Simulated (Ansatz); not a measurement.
Question: Name a neutral molecule of Cl, Ga, O and H with LUMO energy (B3LYP/def2-TZVPP) between -1.50 and -1.20 eV and HOMO energy (PBE/def2-TZVPP) between -7.60 and -7.30 eV (Ansatz, PBE0-D4/def2-TZVP geometry).

Answer: `[OH2+][Ga-]([Cl])([Cl])[Cl]` (-1.39 eV, -7.43 eV). Other molecules can fit too; these were computed, each in one conformer that needn't be the lowest.

B3LYP here is the variant with VWN-RPA as its local correlation; programs differ in this.
